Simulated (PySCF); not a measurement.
C₂H₃BF₂O₂. Atoms are numbered in the order given.

```xyz
10

B      0.7202     0.2339     0.9612
F      0.3205    -0.7820     1.6986
F      1.5415     1.1251     1.4854
O      0.3847     0.3742    -0.3608
C     -0.7496    -0.1638    -0.9257
C     -0.5994    -0.2957    -2.4143
O     -1.7124    -0.4403    -0.2755
H     -1.5300    -0.6810    -2.8468
H      0.2368    -0.9752    -2.6390
H     -0.3507     0.6850    -2.8463
```

The structure is a stationary point at ωB97X-D3(BJ)/def2-SVP. The values are those of a single conformer.

All values below come from ωB97X-D3(BJ)/def2-SVP in PySCF 2.14.0.

No scaling factor is applied to the harmonic values.

Computed vibrational spectrum:
```csv
mode,ν (cm⁻¹),IR (km/mol),Raman (Å⁴/amu),depolarisation,moving atoms (share of kinetic energy)
1,46,2.5,0.5,0.75,"F 49 %, O 29 %, C 13 %, H 9 %"
2,89,0.2,0.1,0.74,"O 53 %, F 22 %, C 15 %, H 9 %"
3,121,0.2,0.0,–,H 92 %
4,154,1.0,0.2,0.57,"O 46 %, F 39 %, C 8 %"
5,344,4.1,1.1,0.49,"F 36 %, C 29 %, H 19 %, O 14 %"
6,414,3.9,1.3,0.71,"F 48 %, O 27 %, C 11 %, B 10 %"
7,502,29.6,0.8,0.75,"F 46 %, O 25 %, H 10 %, C 10 %, B 8 %"
8,585,5.1,1.2,0.74,"C 45 %, H 31 %, O 17 %"
9,652,23.7,2.0,0.42,"O 28 %, B 27 %, C 23 %, F 14 %, H 9 %"
10,690,64.7,1.8,0.14,"B 50 %, C 16 %, F 15 %, O 13 %"
11,825,26.2,4.9,0.07,"O 50 %, F 32 %"
12,973,11.9,2.6,0.12,"O 43 %, C 28 %, H 14 %, F 14 %"
13,1038,11.7,1.6,0.37,"H 49 %, C 21 %, O 19 %, F 9 %"
14,1064,9.0,0.4,0.59,"H 49 %, C 47 %"
15,1273,398.7,0.9,0.37,"C 56 %, H 26 %, O 18 %"
16,1403,319.4,2.7,0.71,"H 57 %, C 34 %"
17,1437,538.5,0.3,0.57,"B 67 %, O 13 %, F 9 %"
18,1447,18.0,14.0,0.72,H 94 %
19,1457,12.8,13.3,0.75,H 96 %
20,1488,349.7,0.1,0.43,"B 75 %, F 24 %"
21,1935,301.2,6.9,0.36,"C 63 %, O 36 %"
22,3090,0.1,120.4,0.01,H 97 %
23,3184,0.6,61.1,0.75,"H 91 %, C 9 %"
24,3228,1.3,57.9,0.73,"H 90 %, C 10 %"
```
